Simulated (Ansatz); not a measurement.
Two structures of SiH4OF2, closed shell, reached by relaxing down either side of one saddle point (PBE0-D4/def2-TZVP). Energies are electronic, without zero-point energy. Program: Ansatz 0.2.0. Basis: def2-TZVPP and def2-QZVPP. Cores are frozen in the correlated methods. Extrapolation: Hartree–Fock as exp(−7.88 √X), correlation as X^−2.97. First:

```xyz
8
angstrom
Si -1.1335 0.0587 -0.1051
H -0.9547 -1.2991 0.4266
F -0.3903 0.2272 -1.5025
F -0.5657 1.1480 0.9071
H -2.5487 0.4122 -0.3431
H 1.9937 -0.2900 -0.5641
O 1.7130 -0.5199 0.3256
H 1.8861 0.2628 0.8553
```

Second:

```
8
angstrom
Si -0.5789 1.0346 0.0004
H 0.5444 -3.2888 -0.0097
F -0.6287 1.9409 -1.2974
F -0.6185 2.0402 1.2232
H -1.7378 0.1433 0.0403
H 0.6298 -2.5467 0.0038
O 0.7615 0.1338 0.0304
H 1.6282 0.5425 0.0090
```

Q: Which bonds change from the first to the second?

A: SiH₂F₂ ([F][SiH2][F]) + H₂O → SiH₂OF₂ ([OH][SiH]([F])[F]) + H₂; bonds formed: Si1–O7, H2–H6; bonds broken: Si1–H2, H6–O7.

Q: Give the saddle point's structure and its height above each. (An estimate is asked for; the value comes from the calculation.)

A: The calculation gives: 36.23 kcal/mol above the first and 57.86 kcal/mol above the second (CCSD(T) at an estimated basis limit (MP2 extrapolated from triple and quadruple zeta, plus CCSD(T) − MP2 in triple zeta)).
| atom | x (Å) | y (Å) | z (Å) |
| --- | --- | --- | --- |
| Si1 | -0.5881 | 0.1776 | -0.0651 |
| H2 | -0.1536 | -1.4345 | -0.4069 |
| F3 | -0.6719 | 0.4435 | -1.6357 |
| F4 | -0.5376 | 1.7187 | 0.4217 |
| H5 | -1.7902 | -0.2616 | 0.6632 |
| H6 | 0.8528 | -1.0346 | 0.0130 |
| O7 | 1.0813 | -0.1105 | 0.5940 |
| H8 | 1.8074 | 0.5012 | 0.4158 |

No T1 diagnostic of these runs exceeds 0.012.

Labels in which every atom is bracketed show which atoms are joined, not bond orders.

For scale, one of the runs: CCSD(T)/def2-TZVPP, 191 basis functions, launched by `ansatz run in.yaml --threads 4 --pin off --events-out ev --progress --plain --max-ram 9574MiB`. Hardware: 4 CPU threads of an Arm Neoverse V2, shared host. Wall time 49 s; peak host memory 2.2 GiB.
